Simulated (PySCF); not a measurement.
Basis and Hamiltonian dependence of the excitation energy of Ru(2+)

Ru(2+) [Kr] 4d6 (5D) → Ru(2+) [Kr] 4d5 5p1 (7P). All values are computed (PySCF 2.14, energy differences of UHF-based or UKS calculations, no spin-orbit coupling). Values in eV.

```csv
basis,Hamiltonian,functions,UHF,PBE,PBE0,MP2 (valence),CCSD(T) (valence),CCSD(T) (valence and next inner shell)
aug-cc-pVDZ-PP with ECP28MDF,ECP,54,8.343,9.105,9.167,8.923,8.947,n/a
def2-TZVPPD with the def2 core potential (28 electrons),ECP,56,8.615,9.395,9.455,9.422,9.432,9.291
ANO-RCC-VTZP,spin-free X2C,68,8.535,9.322,9.380,9.347,9.354,9.251
aug-cc-pwCVDZ-PP with ECP28MDF,ECP,70,8.351,9.098,9.161,9.049,9.051,8.801
x2c-TZVPPall,spin-free X2C,79,8.515,9.331,9.378,9.323,9.327,9.242
aug-cc-pVTZ-PP with ECP28MDF,ECP,88,8.371,9.100,9.168,9.180,9.182,n/a
def2-QZVPPD with the def2 core potential (28 electrons),ECP,88,8.672,9.409,9.480,9.526,9.526,n/a
"x2c-TZVPPall with one added diffuse shell each of s, p, d, f type",spin-free X2C,95,8.511,9.328,9.375,9.318,9.323,9.237
aug-cc-pVTZ-DK,spin-free X2C,102,8.467,9.271,9.322,9.274,9.276,n/a
"aug-cc-pVTZ-PP with one added diffuse shell each of s, p, d, f, g type with ECP28MDF",ECP,113,8.371,9.100,9.168,9.181,n/a,n/a
x2c-QZVPPall,spin-free X2C,118,8.554,9.369,9.418,9.405,n/a,n/a
aug-cc-pwCVTZ-PP with ECP28MDF,ECP,122,8.380,9.105,9.174,9.262,n/a,n/a
```

Frozen in the all-electron rows: valence: [Kr]; valence and next inner shell: [Ar] 3d10; with a core potential, the same shells as far as they lie outside it.
